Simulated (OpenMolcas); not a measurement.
Re6+ among 5 point charges of -2 e arranged as a trigonal bipyramid (D3h), 1.86 Å from the ion, with the axial distance 1.953 Å.

```yaml
Program: OpenMolcas 26.06
Method: CASSCF
Basis: ANO-RCC-VDZP [7s6p4d2f1g]
Scalar_Hamiltonian: DKH2, point nucleus
Active_space: 1 electron in 5 orbitals (5d)
State_averaging: 2S+1 = 2 even, 5 roots
Spin-orbit_coupling: RASSI with atomic mean-field integrals over the reference wave functions
```

What is the spin-free ground state (labels of D3, the rotations of D3h)?

2E, 2-fold in its orbital part, 100 % from free-ion D terms; it has the highest spin that d1 allows.

Where is the first state of the same spin?

2E at 2230 cm-1 above the ground state.

What are the lowest two levels with spin-orbit coupling?

A 2-fold level E3/2 with g = 0.00, 0.00, 2.52, then a 2-fold level E1/2 752.7 cm-1 above it. Their leading multiplicities are 2 (100 %) and 2 (100 %).

What is χT at 300 K, and how does it compare with the textbook value?

The lowest level has 2S+1 = 2, for which the spin-only value is χT = S(S+1) / 2 = 0.375 cm3 K/mol (g = 2). The computed 0.238 at 300 K differs by -0.137, through orbital momentum, spin-orbit coupling and any other state in reach.

An orbital doublet at a regular site is open to a Jahn-Teller distortion, which this geometry leaves out. This is an electrostatic model: the charges have no orbitals. No measured value stands beside these numbers.
